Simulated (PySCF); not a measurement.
C₅H₅F, SMILES C=CC=C=CF.

Geometry: B3LYP-D3(BJ)/def2-SVP. This is a generated structure with no PubChem entry under its InChIKey; it may be hypothetical. The values are those of a single conformer.

Computed with TDA-LC-ωPBE/def2-SVPD run with PySCF.

Vertical excitations. Gas-phase values at a fixed geometry.

List the lowest excited states. (An estimate is asked for; the answer gives what the named calculation found.)


| state | energy (eV) | λ (nm) | f | main pairs |
|---|---|---|---|---|
| S1 | 4.96 | 250 | 0.001 | HOMO−1→LUMO 89 % |
| S2 | 6.41 | 193 | 1.170 | HOMO→LUMO 94 % |
| S3 | 6.48 | 191 | 0.003 | HOMO→LUMO+1 43 %, HOMO→LUMO+2 30 %, HOMO→LUMO+3 8 % |
| S4 | 7.76 | 160 | 0.006 | HOMO→LUMO+1 43 %, HOMO→LUMO+2 29 %, HOMO→LUMO+3 11 % |
| S5 | 7.85 | 158 | 0.065 | HOMO−3→LUMO 56 %, HOMO−1→LUMO+1 19 % |
| S6 | 7.92 | 156 | 0.337 | HOMO−1→LUMO+1 33 %, HOMO→LUMO+5 21 %, HOMO−3→LUMO 17 %, HOMO−1→LUMO+3 7 % |
| S7 | 8.02 | 155 | 0.057 | HOMO−1→LUMO+2 38 %, HOMO→LUMO+5 17 %, HOMO−1→LUMO+1 12 %, HOMO−3→LUMO 7 % |
| S8 | 8.25 | 150 | 0.174 | HOMO−2→LUMO 34 %, HOMO−1→LUMO+2 27 %, HOMO→LUMO+5 11 %, HOMO→LUMO+3 6 % |
| S9 | 8.28 | 150 | 0.006 | HOMO→LUMO+4 83 % |
| S10 | 8.40 | 148 | 0.062 | HOMO→LUMO+3 48 %, HOMO→LUMO+5 22 %, HOMO→LUMO+2 10 % |
| T1 | 3.09 | 401 | 0 | HOMO→LUMO 88 % |
| T2 | 4.48 | 277 | 0 | HOMO−1→LUMO+2 34 %, HOMO−1→LUMO+1 31 %, HOMO−1→LUMO+3 12 %, HOMO−1→LUMO+4 8 % |
| T3 | 4.50 | 275 | 0 | HOMO−1→LUMO 87 % |
| T4 | 4.85 | 255 | 0 | HOMO−2→LUMO 49 %, HOMO→LUMO+5 28 % |
Triplets are in the Tamm–Dancoff approximation.
